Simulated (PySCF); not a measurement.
## Electron correlation in Be (beryllium, neutral)

[He] 2s2, closed-shell 1S. Calculation: PySCF 2.14, in aug-cc-pVQZ; no relativity, point nucleus. Frozen: 1s2; 2 electrons correlated.

With two correlated electrons CCSD is exact within the correlated space (frozen core and kept virtual orbitals).

| level | correlation energy (mhartree) |
| --- | --- |
| CCSD | -45.99 |

Diagnostics: T1 = 0.022, D1 = 0.0307, largest double amplitude 0.106.

Cost of the coupled-cluster step: roughly 7 core-seconds, for 2 correlated electrons.
